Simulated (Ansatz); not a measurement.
A made-up structure of BSiH2SO (charge -1), closed shell:

Si1  (-1.107, 0.739, -0.436)
B2  (0.300, -0.586, -0.005)
O3  (1.297, -1.354, -0.466)
S4  (0.838, -1.947, 1.167)
H5  (-0.336, -0.116, 0.830)
H6  (-1.115, 1.424, 0.924)
(Å)

It is relaxed with PBE-D4/def2-SVPD and then PBE0-D4/def2-TZVPD (Ansatz 0.2.0). Atoms count as bonded within 1.22 times the sum of their covalent radii (H–H: 0.88 Å). The end point is not checked to be a true minimum.

Q: Does its bonding change? (A judgement: the text doesn't fix the answer.)

A: By the calculation: Yes. Formed: none; broken: B2–H5.

Where it ends: The first stage lowers the energy by 2.65 eV in 19 steps. It ends as BSiH₂SO ([SiH2][B]1[O][S]1), total charge -1:
Si1  (-0.731, 0.807, -0.129)
B2  (0.487, -0.711, 0.230)
O3  (0.926, -1.915, -0.163)
S4  (2.100, -1.248, 1.023)
H5  (-2.012, -0.012, -0.269)
H6  (-0.894, 1.239, 1.322)
(Å)

Labels in which every atom is bracketed show which atoms are joined, not bond orders.

For scale, one of the runs: PBE0-D4/def2-TZVPD relaxation, 184 basis functions, launched by `ansatz run in.yaml --threads 2 --pin off --events-out ev --progress --plain --max-ram 4352MiB`. The run took about 57 s on 2 CPU threads of an Arm Neoverse V1 (shared host).
